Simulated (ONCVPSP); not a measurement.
An all-electron radial function and its pseudo partner (Zr)

Columns: radius, all-electron u(r) and pseudo u(r) of the 4d shell (level -10.00 eV) of zirconium in the configuration [Ar] 3d10 4s2 4p6 4d2 5s1; Wu-Cohen, scalar-relativistic, ONCV scheme, ONCVPSP 4.0.1.

| r (bohr) | all-electron | pseudo |
| --- | --- | --- |
| 0.105 | -0.1102 | 0.0013 |
| 0.210 | -0.2781 | 0.0097 |
| 0.315 | -0.3106 | 0.0302 |
| 0.420 | -0.2262 | 0.0649 |
| 0.525 | -0.0837 | 0.1139 |
| 0.630 | 0.0743 | 0.1761 |
| 0.735 | 0.2245 | 0.2512 |
| 0.840 | 0.3559 | 0.3380 |
| 0.945 | 0.4648 | 0.4332 |
| 1.050 | 0.5506 | 0.5300 |
| 1.155 | 0.6148 | 0.6181 |
| 1.260 | 0.6601 | 0.6874 |
| 1.365 | 0.6894 | 0.7309 |
| 1.470 | 0.7055 | 0.7478 |
| 1.575 | 0.7111 | 0.7438 |
| 1.680 | 0.7083 | 0.7276 |
| 1.785 | 0.6991 | 0.7071 |
| 1.890 | 0.6848 | 0.6868 |
| 1.995 | 0.6669 | 0.6670 |
| 2.100 | 0.6462 | 0.6462 |
| 2.205 | 0.6236 | 0.6236 |
| 2.310 | 0.5999 | 0.5999 |
| 2.415 | 0.5754 | 0.5754 |
| 2.520 | 0.5506 | 0.5506 |
| 2.625 | 0.5258 | 0.5258 |
| 2.730 | 0.5012 | 0.5012 |

(1) How many radial nodes do the two functions have?

(2) At about which radius was the pseudo-wave matched?

(3) Where does each function peak?

(4) Is the pseudo-wave norm-conserving?

Results:

(1) The all-electron 4d function has n − l − 1 = 1; the pseudo-wave has 0, since the states of the same l below it are removed with the core.

(2) 2.10 bohr, where the columns begin to agree (steps of 0.10 bohr).

(3) Outermost all-electron maximum near 1.57 bohr, pseudo maximum near 1.47 bohr (to the table’s step).

(4) Yes: the ONCV scheme keeps the norm inside the radius equal to the all-electron one, which fixes the energy derivative of the logarithmic derivative at the level.
